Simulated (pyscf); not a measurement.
**H₃Si–C(Cl)(Cl)–Cl, singlet**

Gas-phase minimum from PySCF at ωB97X-D3(BJ)/def2-SVP, one conformer. H₃Si–C(Cl)(Cl)–Cl lies 129.2 kcal/mol over its isomer H₃C–Si(Cl)(Cl)–Cl (electronic energy, ωB97M-D3(BJ)/def2-TZVP). 

```xyz
8

Si    -0.7343    -1.5067    -1.3737
C      0.2669    -0.6427     0.0070
Cl     1.9809    -0.6069    -0.4559
Cl    -0.3386     1.0140     0.2114
Cl     0.0688    -1.5495     1.5209
H     -2.1587    -1.5202    -0.9530
H     -0.2011    -2.8855    -1.5184
H     -0.5471    -0.7219    -2.6209
```
Charge 0, spin multiplicity 1.

Bonded distances (Å): Si1–C2 1.912, Si1–H6 1.485, Si1–H7 1.485, Si1–H8 1.485, C2–Cl3 1.776, C2–Cl4 1.776, C2–Cl5 1.776. Angles (°): C2–Si1–H6 107.6, C2–Si1–H7 107.6, C2–Si1–H8 107.6, H6–Si1–H7 111.3, H6–Si1–H8 111.3, H7–Si1–H8 111.3, Si1–C2–Cl3 109.0, Si1–C2–Cl4 109.0, Si1–C2–Cl5 109.1, Cl3–C2–Cl4 109.9, Cl3–C2–Cl5 109.9, Cl4–C2–Cl5 109.9.

Properties at ωB97X-D3(BJ)/def2-SVP:

```json
{
  "harmonic_wavenumbers_unscaled": "165, 165, 209, 276, 276, 289, 453, 630, 630, 817, 817, 911, 957, 957, 958, 2290, 2302, 2302 cm⁻¹",
  "zero_point_energy": "22.0 kcal/mol",
  "rotational_symmetry_number": "3",
  "Entropy of this conformer at 298 K and 1 atm, rigid rotor and harmonic oscillator, modes under 100 cm⁻¹ raised to 100": "340.9 J/(mol K)",
  "dipole_moment": "1.38 D"
}
```

Single-point totals, which compare only within one level:

| level | total energy (hartree) |
|---|---|
| ωB97X-D3(BJ)/def2-TZVP | -1710.11712 |
| PBE/def2-TZVP | -1709.28527 |
| r²SCAN/def2-TZVP | -1709.90869 |
| B3LYP-D3(BJ)/def2-TZVP | -1710.13133 |
| PBE0-D3(BJ)/def2-TZVP | -1709.43535 |
| M06-2X/def2-TZVP | -1709.96420 |
| ωB97M-D3(BJ)/def2-TZVP | -1710.25370 |

Soft torsions are taken as harmonic, which can shift the entropy by several J/(mol K).
